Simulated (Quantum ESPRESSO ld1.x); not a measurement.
Values are calculated unless marked as measured or tabulated.
All-electron atom: Eu XXVII in [Kr] 4d1 (the NIST ground configuration). Level of theory: scalar-relativistic Kohn-Sham, LDA (Slater exchange, Perdew-Zunger correlation), spin-polarised, spherical densities, point nucleus; open shells are filled with parallel spins first (ld1.x of Quantum ESPRESSO 7.5).

Normalised radial functions P(r) = r R(r), r in bohr:

r,4p down
0.001875,0.0083
0.002384,0.0125
0.003055,0.0191
0.003914,0.0291
0.004976,0.0435
0.006377,0.0657
0.008106,0.0969
0.01039,0.1428
0.01321,0.2042
0.01692,0.2881
0.02151,0.3887
0.02757,0.5051
0.03504,0.6105
0.04491,0.6742
0.05709,0.6391
0.07316,0.4445
0.09375,0.0626
0.1192,-0.4261
0.1527,-0.8661
0.1941,-0.9639
0.2488,-0.5212
0.3163,0.3504
0.4053,1.2586
0.5152,1.6240
0.6603,1.3089
0.8393,0.6939
1.076,0.2203
1.367,0.0410
1.752,0.0035

4p down: eigenvalue -986.77 eV, 2 radial nodes at r = 0.0969, 0.290 bohr, <r> = 0.535 bohr, 90 % of the charge inside 0.765 bohr.
